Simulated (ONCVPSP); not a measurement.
# Configuration tests for bromine (Br) (ONCV)

| Item | Value |
| --- | --- |
| Element | Br (Z = 35) |
| Generator | ONCVPSP 4.0.1 |
| Type | optimised norm-conserving Vanderbilt (ONCV) |
| Functional | PBE |
| Relativity | non-relativistic |
| Frozen core | [Ne] |
| Valence charge | 25 |
| Reference configuration | 3s2 3p6 3d10 4s2 4p4.5 (charge +0.5) |
| Partial waves | 3s+4s: rc 0.95 bohr, ncon 3, nbas 6, qcut 12 1/bohr, 2 projectors; 3p+4p: rc 1.10 bohr, ncon 4, nbas 9, qcut 12.6 1/bohr, 2 projectors; 3d: rc 1.15 bohr, ncon 4, nbas 9, qcut 13.1 1/bohr, 3 projectors, debl 3.4 Ha |
| Local potential | polynomial inside 0.95 bohr (lpopt 1, dvloc0 6 Ha) |
| Core correction | Teter function fitted to the true core (icmod 2), fcfact 0.25 |

Energies are relative to the spin-unpolarised reference configuration 3s2 3p6 3d10 4s2 4p4.5; without spin polarisation the order of configurations can differ from experiment.

| valence configuration | charge | ΔE all-electron (eV) | error AE − PS (meV) |
| --- | --- | --- | --- |
| 3s2 3p6 3d10 4s2 4p5 | 0 | -5.091 | 0.0 |
| 3s2 3p6 3d10 4s2 4p4 | +1 | 7.490 | 0.0 |
| 3s2 3p6 3d10 4s2 4p3 | +2 | 30.247 | -0.3 |

(1) What are ΔE and the potential's error for 3s2 3p6 3d10 4s1 4p5?

Levels in the configuration 3s2 3p6 3d10 4s2 4p4:

| level | all-electron (eV) | pseudo (eV) |
| --- | --- | --- |
| 3s | -240.850 | -240.856 |
| 3p | -182.854 | -182.856 |
| 3d | -79.520 | -79.517 |
| 4s | -29.614 | -29.614 |
| 4p | -17.482 | -17.482 |

Answers

(1) ΔE = 19.689 eV all-electron; the error (AE − PS) is -2.0 meV.
